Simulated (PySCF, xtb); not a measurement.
hydrogen iodide (HI), SMILES I.

GFN2-xTB (xtb 6.7.1) at its own geometry gives an orbital gap of 6.43 eV and a dipole moment of 2.48 D.

Geometry optimised at PBE0-D3(BJ)/def2-TZVPD. The def2 effective core potentials stand for the cores of I; spin–orbit coupling is left out.

Question: What does PBE/def2-TZVPD run with PySCF give? (Estimate from the structure and the level; the computed values follow.)

Answer: gap 5.00 eV (levels -6.79 and -1.80 eV), dipole 0.41 D.
